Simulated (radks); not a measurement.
Effect of the nuclear size on the palladium ion Pd3+, [Kr] 4d7. Calculated with a radial shooting solver on a logarithmic mesh with Libxc functionals: Dirac Kohn-Sham, relativistic LDA (MacDonald-Vosko exchange, VWN5 correlation), spin-unpolarised, spherical densities, finite nucleus; open shells fill j = l - 1/2 first; Fermi nuclear charge, rms radius 4.5318 fm. The rms radius is varied about that value; shifts are against it.

rms radius (fm),total energy shift (eV),density at nucleus (e/bohr^3),1s1/2 shift (meV),2s1/2 shift (meV),4s1/2 shift (meV),4p1/2 shift (meV),5s1/2 (empty) shift (meV)
3.9245,-0.621,1.338e+05,-260,-28.9,-1.02,0.049,-0.160
4.2191,-0.329,1.326e+05,-138,-15.3,-0.540,0.026,-0.085
4.5318,0,1.313e+05,0.000,0.000,0.000,0.000,0.000
4.7448,0.236,1.306e+05,99.0,11.0,0.387,-0.019,0.061
5.4019,1.02,1.284e+05,429,47.6,1.68,-0.081,0.264

Slopes of the eigenvalues against <r^2> in GHz/fm^2, as finite differences over the two radii next to the reference (eigenvalue slopes, not the field-shift constants of lines): 1s1/2 12200, 2s1/2 1350, 4s1/2 47.6, 4p1/2 -2.29, 5s1/2 (empty) 7.49.
